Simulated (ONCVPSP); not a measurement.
**Ni (Z = 28): one change to an ONCV potential, before and after**

* Element: nickel
* Generator: ONCVPSP 4.0.1
* Type: optimised norm-conserving Vanderbilt (ONCV)
* Functional: PBE
* Relativity: scalar-relativistic
* Frozen core: [Ne]
* Valence charge: 18
* Reference configuration: 3s2 3p6 3d8 4s1 (charge +1)
* Partial waves: 3s+4s: rc 1.15 bohr, ncon 4, nbas 7, qcut 11.2 1/bohr, 2 projectors; 3p: rc 0.85 bohr, ncon 4, nbas 8, qcut 10.1 1/bohr, 1 projector; 3d: rc 1.60 bohr, ncon 4, nbas 8, qcut 11.2 1/bohr, 1 projector
* Local potential: polynomial inside 0.85 bohr (lpopt 5, dvloc0 4 Ha)
* Core correction: none

Change: local potential polynomial inside 0.85 bohr (lpopt 5, dvloc0 8 Ha).

Cutoffs: the cutoffs (Ha) at which the residual kinetic energy of the hardest occupied pseudo-wave falls to 1 and 0.1 mHa per electron; they do not see the model core or the augmentation charge, which bear on the density cutoff. Errors are all-electron minus pseudo energies relative to the spin-unpolarised reference configuration.

Problem. What does the change do?

Solution. The potential gets neither clearly harder nor softer (45 Ha and 166 Ha → 45 Ha and 166 Ha); of the 4 tests that both files solve, the error grows in 1 and shrinks in 2 by more than 15 % and 0.3 meV (median size 2.1 → 2.1 meV); neither file shows a bound ghost.

```tsv
quantity	base	changed
cutoff, loose	45 Ha	45 Ha
cutoff, tight	166 Ha	166 Ha
bound ghosts	none	none
GHOST(+) flags under 300 eV	none	none
error for 3s2 3p6 3d8 4s2, meV [ΔE -9.32 eV]	+2.7	+3.0
error for 3s2 3p6 3d8 4s0, meV [ΔE 17.35 eV]	+1.6	+1.3
error for 3s2 3p6 3d7 4s0, meV [ΔE 54.82 eV]	-0.1	-1.3
error for 3s2 3p6 3d8 4s0 4p2, meV [ΔE 0.18 eV]	+47	+8.7
s: phases at 1.17 bohr within 0.05 rad from the reference energy up to (Ha; the scan ends near 5)	to the end of the scan	to the end of the scan
p: phases at 0.86 bohr within 0.05 rad from the reference energy up to (Ha; the scan ends near 5)	to the end of the scan	to the end of the scan
d: phases at 1.63 bohr within 0.05 rad from the reference energy up to (Ha; the scan ends near 5)	0.6	0.6
```
